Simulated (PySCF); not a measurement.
One of the candidates below gave these computed data.

All candidates are C8H16.

* Rotational structure: rotational constants A, B, C: 2.115, 1.772, 1.596 GHz [GFN2-xTB]
* Dipole: 0.47 D [PBE0/pcSseg-1]
* 1H NMR: chemical shifts (computed TMS as zero) by class: 5.21 (1 H), 4.95 (1 H), 1.82 (3 H), 1.35 (2 H), 1.09 (6 H), 0.80 (3 H) ppm [GIAO PBE0/pcSseg-1]
* 13C NMR: chemical shifts (computed TMS as zero) by class: 161.0 (1 C), 117.6 (1 C), 41.3 (1 C), 36.5 (1 C), 29.8 (2 C), 22.5 (1 C), 11.1 (1 C) ppm [GIAO PBE0/pcSseg-1]

Gas-phase values; electronic properties from PySCF, density fitting. Levels stand in brackets. One conformer (not necessarily the lowest) at the GFN2-xTB geometry, without solvent, vibrations or thermal averaging. NMR values are class means; diastereotopic atoms form classes of their own.

Problem. Which candidate is it?
A. `C[C@@H]1CCCC[C@H]1C` (trans-1,2-dimethylcyclohexane)
B. `C=C(C)C(C)(C)CC` (2,3,3-trimethyl-1-pentene)
C. `C=CCCCC(C)C` (6-methyl-1-heptene)
D. `CC1(C)CCCCC1` (1,1-dimethylcyclohexane)

Solution. B. It is `C=C(C)C(C)(C)CC`. Numbering: `[CH2:1]=[C:2]([CH3:3])[C:4]([CH3:5])([CH3:6])[CH2:7][CH3:8]`. Its formula, C8H16, gives 1 degree of unsaturation: 0 rings and 1 π bond in the structure found. 8 carbons fall into 7 classes; from least to most shielded: fully substituted alkene carbon [C2] (161.0 ppm), terminal =CH2 carbon [C1] (117.6 ppm), allylic carbon [C4] (41.3 ppm), chain CH2 carbon [C7] (36.5 ppm), methyl carbon [C5/C6] (29.8 ppm, 2 C, up to 5.3 ppm apart in this geometry), allylic carbon [C3] (22.5 ppm), methyl carbon [C8] (11.1 ppm). Hydrogen classes from least to most shielded: 1 H on a terminal =CH2 carbon, C1 (5.21 ppm), 1 H on a terminal =CH2 carbon, C1 (4.95 ppm), 3 H on an allylic carbon, C3 (1.82 ppm), 2 H on a chain CH2 carbon, C7 (1.35 ppm), 6 H on 2 methyl carbons, C5/C6 (1.09 ppm, a mean of values up to 0.9 ppm apart in this geometry), 3 H on a methyl carbon, C8 (0.80 ppm). The optimised geometry has point group C1 and is an asymmetric top.

The others, at the same levels:
- `C[C@@H]1CCCC[C@H]1C` fails: it has 4 carbon classes against 7; its computed 13C shifts are 42.9 (2 C), 39.7 (2 C), 31.2 (2 C), 22.8 (2 C) ppm, 1H shifts are 1.78 (2 H), 1.63 (2 H), 1.27 (2 H), 0.97 (6 H), 0.93 (2 H), 0.74 (2 H) ppm and rotational constant A is 2.656 GHz (against 2.115 GHz).
- `CC1(C)CCCCC1` fails: it has 5 carbon classes against 7; its computed 13C shifts are 42.3 (2 C), 31.9 (1 C), 30.7 (2 C), 30.4 (1 C), 26.0 (2 C) ppm, 1H shifts are 1.53 (4 H), 1.42 (2 H), 1.24 (4 H), 0.93 (6 H) ppm and rotational constant A is 3.026 GHz (against 2.115 GHz).
- `C=CCCCC(C)C` fails: its computed 13C shifts are 149.0 (1 C), 120.1 (1 C), 44.4 (1 C), 42.4 (1 C), 34.5 (1 C), 33.3 (1 C), 25.1 (2 C) ppm, 1H shifts are 6.22 (1 H), 5.37 (1 H), 5.20 (1 H), 2.06 (2 H), 1.38 (1 H), 1.31 (2 H), 1.13 (2 H), 0.97 (6 H) ppm and rotational constant A is 5.502 GHz (against 2.115 GHz).

Each candidate is one conformer, not necessarily the lowest. The conformers computed, where there is a choice (atom-mapped SMILES and torsion angles):
- `[CH2:1]=[C:2]([CH3:3])[C:4]([CH3:5])([CH3:6])[CH2:7][CH3:8]`: C1–C2–C4–C5 -118°, C2–C4–C7–C8 -57°
- `[CH2:1]=[CH:2][CH2:3][CH2:4][CH2:5][CH:6]([CH3:7])[CH3:8]`: C1–C2–C3–C4 -118°, C2–C3–C4–C5 180°, C3–C4–C5–C6 174°, C4–C5–C6–C7 -174°

The conformers of `C[C@@H]1CCCC[C@H]1C` and `CC1(C)CCCCC1` aren't listed.
